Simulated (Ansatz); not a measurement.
Relaxation of F4H5O2PW (13 atoms, charge 0, multiplicity 1), to a largest force component of 0.03 eV/Å in at most 50 steps.

Level of theory: Ansatz, RHF/def2-SVP.

```xyz
13
Properties=species:S:1:pos:R:3
W -0.371 -0.144 0.022
O -0.088 -0.042 1.873
H 0.379 -0.330 2.642
F 1.447 -0.361 -0.243
F -0.159 1.653 -0.295
O -2.166 0.036 0.125
H -3.085 0.052 -0.095
F -0.483 -1.987 0.142
F -0.491 -0.384 -1.808
P 1.973 2.250 1.539
H 3.196 2.536 2.190
H 2.556 2.025 0.279
H 1.931 0.895 1.933
```

Problem. Where does it end, and by what steps?

Solution. The run converged. After 46 steps the energy has fallen by 0.800 eV; H13 moved furthest, 2.26 Å.

| step | energy less start (eV) | largest force component (eV/Å) | accepted |
| --- | --- | --- | --- |
| 0 | 0.0000 | 1.943 | yes |
| 2 | -0.4799 | 0.174 | yes |
| 4 | -0.5642 | 0.200 | yes |
| 6 | -0.5721 | 0.124 | yes |
| 8 | -0.5779 | 0.300 | yes |
| 10 | -0.5887 | 0.056 | yes |
| 12 | -0.6004 | 0.385 | yes |
| 14 | -0.6263 | 0.590 | yes |
| 16 | -0.6895 | 0.345 | yes |
| 18 | -0.7270 | 0.199 | yes |
| 20 | -0.7459 | 0.271 | yes |
| 22 | -0.7639 | 0.173 | yes |
| 24 | -0.7729 | 0.184 | yes |
| 26 | -0.7803 | 0.149 | yes |
| 28 | -0.7834 | 0.115 | yes |
| 30 | -0.7879 | 0.147 | yes |
| 32 | -0.7903 | 0.094 | yes |
| 34 | -0.7925 | 0.117 | yes |
| 36 | -0.7947 | 0.108 | yes |
| 38 | -0.7966 | 0.090 | yes |
| 40 | -0.7978 | 0.045 | yes |
| 42 | -0.7989 | 0.070 | yes |
| 44 | -0.7995 | 0.047 | yes |
| 46 | -0.7999 | 0.018 | yes |

```xyz
13
Properties=species:S:1:pos:R:3
W -0.819 -0.483 -0.455
O 0.267 0.481 0.597
H 0.944 0.939 1.094
F 0.551 -0.982 -1.601
F -1.122 0.947 -1.589
O -2.339 -0.136 0.516
H -3.257 -0.366 0.478
F -0.473 -2.037 0.489
F -1.910 -1.503 -1.570
P 2.802 2.097 2.334
H 2.685 2.399 3.705
H 3.245 3.365 1.911
H 4.064 1.477 2.397
```

Whether the end is a true minimum wasn't checked by a vibrational analysis.

Time of the run: 2.3 min on 4 threads of Intel(R) Xeon(R) Platinum 8259CL CPU @ 2.50GHz (Skylake/Cascade Lake), with other jobs on the host, peak memory 0.52 GiB.
